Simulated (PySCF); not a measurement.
TiClO, SMILES [O]=[Ti+][Cl], charge +1, multiplicity 1.

The structure is a stationary point at PBE0-D3(BJ)/def2-TZVP. The multiplicity is an assumed one; other spin states were not compared. The isomer is the one that the SMILES or the coordinates give; other isomers of the formula were not compared.

Calculation: B3LYP/def2-TZVPD (PySCF).

Symmetry labels are those of the subgroup Cs that the program uses (full group Cs).

Computed valence orbital energies around the gap with their symmetry:
| orbital | symmetry | energy (eV) |
|---|---|---|
| HOMO−7 | A' | -30.98 |
| HOMO−6 | A' | -27.89 |
| HOMO−5 | A' | -17.06 |
| HOMO−4 | A" | -16.84 |
| HOMO−3 | A' | -16.81 |
| HOMO−2 | A' | -16.03 |
| HOMO−1 | A" | -15.32 |
| HOMO | A' | -14.72 |
| LUMO | A' | -10.25 |
| LUMO+1 | A" | -10.18 |
| LUMO+2 | A' | -9.16 |
| LUMO+3 | A" | -8.60 |
